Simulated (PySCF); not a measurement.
A run for PySCF: R-HF/3-21G on GeH3N (SMILES [NH2][GeH]), a point of a bond scan (R = 1.765 Å).

```python
from pyscf import gto, scf, dft, mp
from pyscf.data.elements import chemcore

mol = gto.M(
    atom='''
    Ge   -0.14236253    0.24006627    0.31200616
    H    -0.50045421    1.34585812   -0.79743283
    N     0.51606097   -0.92124331   -0.93851753
    H     0.59038177   -0.62903592   -2.67710953
    H     0.88509843   -1.82500787   -0.68514287
    ''',
    basis='3-21g',
    charge=0, spin=0, verbose=3, max_memory=1800)
mf = scf.RHF(mol)
mf.conv_tol = 1e-8
mf.max_cycle = 100
mf.kernel()
if not mf.converged:
    mf = mf.newton().run(mf.mo_coeff, mf.mo_occ)
```

Program output:

```
converged SCF energy = -2121.06919720221
```

The run converged.

Cost: about 0.17 core-seconds (a rough figure).
